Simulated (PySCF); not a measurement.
GeH₃O₃, SMILES [OH][Ge]([OH])[OH], multiplicity 2. Atoms are numbered in the order given.

```xyz
7

O      1.5976    -0.4340    -0.3815
Ge     0.0000     0.0000     0.3087
O     -1.1747    -1.1665    -0.3815
O     -0.4229     1.6006    -0.3815
H      1.8149    -1.3674    -0.2416
H     -2.0916    -0.8880    -0.2416
H      0.2768     2.2554    -0.2416
```
Charge 0, spin multiplicity 2.

Geometry: B3LYP-D3(BJ)/def2-SVP. The isomer is the one that the SMILES or the coordinates give; other isomers of the formula were not compared. Other conformers were not sampled.

Method: PBE/def2-TZVP in PySCF.

Computed frontier levels, dipole moment and polarisability:
- α spin, highest occupied and lowest empty level: -5.25 and -0.09 eV
- β spin, highest occupied and lowest empty level: -7.36 and -4.12 eV
- dipole moment: 0.330 e·Å
- quadrupole, principal values (traceless, Buckingham form, about the centre of nuclear charge): -4.70, 2.35, 2.35 D·Å
- mean static polarisability: 44.1 bohr³ (6.53 Å³)
- polarisability, principal values: 35.3, 48.4, 48.4 bohr³
- ⟨S²⟩: 0.752 (pure state 0.75)
